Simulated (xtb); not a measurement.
C4H5, doublet, geometry from GFN2-xTB. Base run: GFN2-xTB run with xtb 6.7.1.

xtb was given this input:
```
$ xtb mol.xyz --gfn 2 --uhf 1 --json

# file mol.xyz
9

C      0.03643608     1.13523166     0.30091216
C      0.06332066    -1.14075396     0.27440395
C      0.78434756     0.01305905    -0.32576129
C     -0.65722656    -0.00261496    -0.44203833
H     -0.05911017     1.19718400     1.38170604
H      0.07077611     2.09485536    -0.19578110
H     -0.03043843    -1.23009773     1.35343571
H      0.12017894    -2.08747192    -0.24449230
H     -1.46267287    -0.00400040    -1.13996730
```

Variants of this job, named by their change:

```
change         ΔE vs base (kcal/mol)  dipole (D)  SCF cycles
-------------  ---------------------  ----------  ----------
base                           0.000        1.21          10
etemp = 10000                 -19.98        1.78          10
etemp = 3000                   -0.95        1.32          10
alpb = dmf                     -3.49        1.25          10
```

ALPB and GBSA are two models with their own fitted parameters for each solvent, which aren't always the measured dielectric constant.
